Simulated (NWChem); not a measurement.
System: CH3BF2O; SMILES FB(F)CO

```xyz
8

O      0.1199    -1.9500     0.1295
C     -0.7210    -0.8435    -0.0637
B     -0.0206     0.5563     0.0120
F     -0.7108     1.6797     0.0337
F      1.2979     0.6567     0.0151
H      0.9586    -1.7728    -0.3081
H     -1.2773    -0.8887    -1.0285
H     -1.5150    -0.8744     0.7038
```
Atoms are numbered in this order, from 1.

Coordinates come from a PBE0/def2-SVP optimisation.

Task: Give the principal values of the shielding tensors (ppm) of O1, C2, B3, F4, F5 from B3LYP/6-311G** (spherical d), GIAO (NWChem), with their diamagnetic and paramagnetic parts as GIAO splits them.

Result: 
| atom | σ11 | σ22 | σ33 | isotropic | diamagnetic | paramagnetic |
|---|---|---|---|---|---|---|
| O1 | 303.3 | 308.9 | 412.8 | 341.7 | 385.9 | -44.2 |
| C2 | 101.4 | 113.6 | 183.1 | 132.7 | 250.1 | -117.4 |
| B3 | 45.9 | 84.0 | 89.6 | 73.2 | 198.7 | -125.5 |
| F4 | 78.8 | 292.5 | 379.8 | 250.3 | 465.7 | -215.4 |
| F5 | 46.8 | 290.7 | 392.6 | 243.3 | 465.9 | -222.5 |
